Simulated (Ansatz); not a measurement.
An input meant for the cluster As₂Se (charge 0, singlet).

```yaml
crystal:
  periodic: [false, false, false]
  atoms:
    - {symbol: As, position_ang: [-0.450100, 0.767215, -0.971456]}
    - {symbol: As, position_ang: [0.940468, 0.563250, 0.729724]}
    - {symbol: Se, position_ang: [-0.490368, -1.330465, 0.241733]}
basis:
  gaussian: {orbitals: cc-pVTZ, fitting: {mean_field: def2-universal-jkfit}}
hamiltonian: {xc: {name: wB97X-D}, dispersion: d4}
scf: {omitted_lower_state_checks: [starts]}
```

```sh
$ ansatz run in.yaml --threads 4 --pin off --events-out ev --progress --plain --max-ram 3916MiB
```

Output, abridged:

```
Error: YAML parse error: error: line 9 column 19: hamiltonian.xc: no functional is named "wB97X-D"; the names, which are not case-sensitive, are SVWN5, SPW92, PBE, PBE0, PBEsol, revPBE, revPBE0, RPBE, rPW86-PBE, HSE06, wPBEh, LC-wPBE, HISS, HF, BLYP, B3LYP, B3LYP5, BHLYP, CAM-B3LYP, r2SCAN, r2SCANh, r2SCAN0, r2SCAN50, m-r2SCAN, B97, wB97, wB97X, wB97X-V, B97M-V, wB97M-V, B2PLYP, B2GP-PLYP, PBE0-DH, PBE-QIDH
 7 | basis:
 8 |   gaussian: {orbitals: cc-pVTZ, fitting: {mean_field: def2-universal-jkfit}}
 9 | hamiltonian: {xc: {name: wB97X-D}, dispersion: d4}
10 | scf: {omitted_lower_state_checks: [starts]}
```

In this input the method's name isn't one that the program takes here. The program refused the input.
